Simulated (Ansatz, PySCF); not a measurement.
This Ansatz (a first-principles code) input computes a SVWN5/def2-TZVPD energy:

Ansatz 0.2 input:
```yaml
crystal:
  periodic: [false, false, false]
  atoms:
    - {symbol: Pb, position_ang: [0.01976643, 0.00354458, 0.76272847]}
    - {symbol: I, position_ang: [1.25187122, -2.23066668, -0.61252058]}
    - {symbol: I, position_ang: [-1.28245325, 2.22518261, -0.56754988]}
basis:
  gaussian:
    orbitals: def2-TZVPD
hamiltonian:
  xc: {name: SVWN5}
magnetization: {spin_polarized: true, initial_magnetization: 2}
output: {forces: true}
```

Task: Write an input for the same energy in PySCF and say what it gives.

Result: 
```python
from pyscf import gto, scf, dft

mol = gto.M(
    atom='''
    Pb    0.01976643    0.00354458    0.76272847
    I     1.25187122   -2.23066668   -0.61252058
    I    -1.28245325    2.22518261   -0.56754988
    ''',
    basis='def2-tzvpd',
    ecp='def2-tzvp',
    charge=0,
    spin=2,
    verbose=4,
)

mf = dft.UKS(mol, xc='svwn').density_fit(auxbasis='def2-universal-jkfit')
mf.grids.level = 3
mf.conv_tol = 1e-9
mf.max_cycle = 100
mf.max_memory = 1500
mf.kernel()
if not mf.converged:
    mf = mf.newton()
    mf.kernel(mf.make_rdm1())
for _ in range(2):
    mo, _, stable, _ = mf.stability(return_status=True)
    if stable:
        break
    mf.kernel(mf.make_rdm1(mo, mf.mo_occ))
mf.analyze()
```
It gives -787.26280 Eh, and Ansatz -787.26278 Eh, a difference of 0.02 mEh, from the treatment of integrals and grids.

This is an excited triplet: at this geometry the singlet lies 2.32 eV lower at RI-MP2/CBS(def2-TZVPPD,def2-QZVPPD)+[CCSD(T)-MP2]/def2-TZVPPD.
